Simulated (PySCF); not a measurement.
Fractional electron number in Ru+ (ruthenium, charge +1)

The 4d beta orbital of [Kr] 4d7 is emptied in steps (occupation f), with all orbitals relaxed, ending at [Kr] 4d6. Calculation: PySCF 2.14, in aug-cc-pVDZ-PP with ECP28MDF; scalar relativity through the core potential. The exact energy is a straight line in f; departures are measured from the line between the end points of the same method.

```
   f  BHandHLYP (eV)  wB97X (eV)  CAM-B3LYP (eV)
   1           0.000       0.000           0.000
0.75          -0.380      -0.226          -0.425
 0.5          -0.517      -0.310          -0.577
0.25          -0.395      -0.236          -0.440
   0           0.000       0.000           0.000
```

Problem. For BHandHLYP, how does the orbital energy at f = 1 compare with the removal energy?

Solution. −ε = 14.559 eV against a total-energy difference of 16.538 eV. By Janak's theorem ε = ∂E/∂f, so the gap between them reflects the curvature. Along the path −ε is 15.494 (f = 0.75), 16.498 (f = 0.5), 17.561 (f = 0.25) eV.

```tsv
method	E(f=0) − E(f=1) (eV)	−ε at f=1 (eV)	−ε at f=0.5 (eV)
BHandHLYP	16.538	14.559	16.498
wB97X	16.753	15.594	16.721
CAM-B3LYP	16.870	14.647	16.830
```

Reference removal energy between the ground levels: 16.76 ± 0.06 eV (semi-empirical (NIST evaluation); NIST Atomic Spectra Database, ionization energies). The calculation has no spin-orbit coupling. The determinant left behind need not be the lowest term of the ion.
